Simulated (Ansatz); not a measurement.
`N=C(S)N[SiH2]F` → `N=C(N)S` + `F[SiH]`  (silylene formation by 1,1-elimination)

Isolated molecules relaxed with PBE0-D4/def2-TZVP in Ansatz; ΔE leaves out vibrations. CBS: MP2 limit from def2 TZ/QZ plus the TZ coupled-cluster correction, frozen cores. This one scheme is used for every species. Functionals use def2-TZVPP. Each species was taken in one conformer, which may not be the lowest.

`N=C(S)N[SiH2]F`:

Cartesian coordinates in Å:
```
N -0.462 -1.318 0.542
C -0.815 -0.116 0.366
S -2.330 0.684 0.866
N 0.049 0.755 -0.252
Si 1.662 0.266 -0.653
F 1.703 -0.757 -1.872
H -1.115 -1.867 1.085
H -3.008 -0.450 1.094
H -0.330 1.634 -0.565
H 2.336 -0.346 0.503
H 2.311 1.515 -1.115
```

`N=C(N)S`:

Z-matrix (Å, degrees):
```
C
N 1 1.371
S 1 1.786 2 114.7
N 1 1.265 2 121.8 3 179.8
H 2 1.006 1 116.8 3 35.4
H 2 1.009 1 112.9 3 171.8
H 3 1.343 1 96.8 2 28.6
H 4 1.014 1 112.3 2 -172.1
```

`F[SiH]`:

Cartesian coordinates in Å:
```
F -0.430 1.017 0.568
Si -0.289 -0.566 0.296
H 0.719 -0.450 -0.864
```

(1) Is it downhill or uphill in electronic energy at CCSD(T)/CBS, and by how much? (An estimate is asked.)

(2) What do these levels give: PBE-D4, PBE0-D4, ωB97M-V, HF/def2-TZVPP, SCS-MP2/def2-TZVPP, MP2/CBS(def2)? (Best estimate.)

Largest T1 diagnostic among the species: 0.015.

## Answers

(1) Computed: Uphill: ΔE = +274.7 kJ/mol.

(2) Computed: PBE-D4 260.7, PBE0-D4 276.5, ωB97M-V 263.8, HF/def2-TZVPP 266.0, SCS-MP2/def2-TZVPP 278.9, MP2/CBS(def2) 294.9 kJ/mol.

From PBE to PBE0 (25 % exact exchange), in def2-TZVPP and without D4, ΔE moves by +17.1 kJ/mol. The D4 term adds +16.7 kJ/mol with B3LYP and +9.2 kJ/mol with PBE0; it sums over pairs of atoms, weighted by their polarisabilities, and B3LYP, whose exchange is more repulsive, gets the larger term. In def2-TZVPP, CCSD(T) changes the Hartree–Fock value by +3.6 kJ/mol (the triples alone add +2.5 kJ/mol) and MP2 by +23.8 kJ/mol.

B3LYP here is the variant with VWN-RPA as its local correlation; programs differ in this.
